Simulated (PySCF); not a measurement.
Molfile (atoms numbered from 1):
```
C4H14Si4
     RDKit          3D

 22 21  0  0  0  0  0  0  0  0999 V2000
    3.2199   -2.0663   -1.3980 C   0  0  0  0  0  0  0  0  0  0  0  0
    2.3987   -0.8750   -1.2962 C   0  0  0  0  0  0  0  0  0  0  0  0
    1.7062    0.1257   -1.2086 C   0  0  0  0  0  0  0  0  0  0  0  0
    0.6222    1.5811   -0.9854 Si  0  0  0  0  0  4  0  0  0  0  0  0
   -0.6710    1.2712    0.9466 Si  0  0  1  0  0  4  0  0  0  0  0  0
   -2.1719    3.0608    1.1461 Si  0  0  0  0  0  4  0  0  0  0  0  0
   -1.8538   -0.7439    0.7303 Si  0  0  0  0  0  4  0  0  0  0  0  0
   -0.6900   -2.2189    0.6016 C   0  0  0  0  0  0  0  0  0  0  0  0
    4.1896   -1.9190   -0.8972 H   0  0  0  0  0  0  0  0  0  0  0  0
    3.4170   -2.3237   -2.4506 H   0  0  0  0  0  0  0  0  0  0  0  0
    2.7229   -2.9282   -0.9247 H   0  0  0  0  0  0  0  0  0  0  0  0
    1.4504    2.8229   -0.8965 H   0  0  0  0  0  0  0  0  0  0  0  0
   -0.2940    1.7070   -2.1613 H   0  0  0  0  0  0  0  0  0  0  0  0
    0.2368    1.2273    2.1402 H   0  0  0  0  0  0  0  0  0  0  0  0
   -3.0312    3.1062   -0.0785 H   0  0  0  0  0  0  0  0  0  0  0  0
   -1.4500    4.3657    1.2668 H   0  0  0  0  0  0  0  0  0  0  0  0
   -3.0557    2.8911    2.3411 H   0  0  0  0  0  0  0  0  0  0  0  0
   -2.6964   -0.6270   -0.5036 H   0  0  0  0  0  0  0  0  0  0  0  0
   -2.7828   -0.9017    1.8954 H   0  0  0  0  0  0  0  0  0  0  0  0
   -0.0813   -2.3073    1.5145 H   0  0  0  0  0  0  0  0  0  0  0  0
   -0.0090   -2.0874   -0.2527 H   0  0  0  0  0  0  0  0  0  0  0  0
   -1.2557   -3.1538    0.4680 H   0  0  0  0  0  0  0  0  0  0  0  0
  1  2  1  0
  2  3  3  0
  3  4  1  0
  4  5  1  0
  5  6  1  0
  5  7  1  0
  7  8  1  0
  1  9  1  0
  1 10  1  0
  1 11  1  0
  4 12  1  0
  4 13  1  0
  5 14  1  1
  6 15  1  0
  6 16  1  0
  6 17  1  0
  7 18  1  0
  7 19  1  0
  8 20  1  0
  8 21  1  0
  8 22  1  0
M  END
```

Geometry: PBE0-D3(BJ)/def2-SVP; GIAO shifts from PySCF, gas phase, non-relativistic, averaged over equivalent atoms.

At PBE0/pcSseg-1 (234 basis functions, 2.3 min wall time on 1 thread of an Intel Xeon, shared host):
| atoms | δ (ppm) |
| --- | --- |
| C2 | 117.7 |
| C3 | 80.2 |
| C1 | 6.3 |
| C8 | -7.5 |
| Si7 | -64.7 |
| Si4 | -92.1 |
| Si6 | -105.3 |
| Si5 | -128.9 |
| H12 | 4.44 |
| H13 | 4.28 |
| H19 | 4.15 |
| H18 | 4.03 |
| H15/H16/H17 | 3.56 |
| H14 | 3.16 |
| H9/H10/H11 | 1.96 |
| H20/H21/H22 | 0.54 |

Referencing at the same level of theory: 13C (σ = 184.41 ppm), 29Si (σ = 351.99 ppm), 1H (σ = 31.27 ppm) vs TMS.

Q: What do these become at mPW1PW91/pcSseg-1?

A: 
| atoms | δ at mPW1PW91/pcSseg-1 | change |
| --- | --- | --- |
| C2 | 117.4 | -0.3 |
| C3 | 80.0 | -0.2 |
| C1 | 6.5 | +0.2 |
| C8 | -7.3 | +0.2 |
| Si7 | -63.6 | +1.1 |
| Si4 | -91.0 | +1.1 |
| Si6 | -103.1 | +2.2 |
| Si5 | -127.2 | +1.7 |
| H12 | 4.40 | -0.04 |
| H13 | 4.24 | -0.04 |
| H19 | 4.11 | -0.04 |
| H18 | 3.99 | -0.04 |
| H15/H16/H17 | 3.54 | -0.02 |
| H14 | 3.12 | -0.04 |
| H9/H10/H11 | 1.96 | +0.00 |
| H20/H21/H22 | 0.54 | +0.00 |

Scale: 13C (σref 183.54), 29Si (σref 350.83), 1H (σref 31.32) vs TMS (reference shieldings calculated alike).

The largest change is at Si6 (silicon bonded to Si, 3 H). Cost: 234 basis functions, 120 s wall time on 1 thread of an Intel Xeon, shared host. The order of the carbon signals is the same at both levels.
